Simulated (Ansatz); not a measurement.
`[F][Al-]([F])([F])[OH+][SiH3]`, charge 0, multiplicity 1.

(1) Give a relaxed structure at PBE0-D4/def2-TZVP (Ansatz 0.2.0). (An estimate is asked.)

Answers

(1) Computed: 
Z-matrix (Å, degrees):
```
Al
F 1 1.649
F 1 1.665 2 117.6
F 1 1.649 2 116.2 3 146.8
O 1 1.897 2 104.0 3 -99.4
Si 5 1.719 1 121.3 2 119.0
H 5 0.961 1 121.0 2 -60.1
H 6 1.472 5 108.3 1 62.2
H 6 1.483 5 102.6 1 -180.0
H 6 1.472 5 108.4 1 -62.1
```
Point group Cs.
This is one stationary point; other conformers may exist.
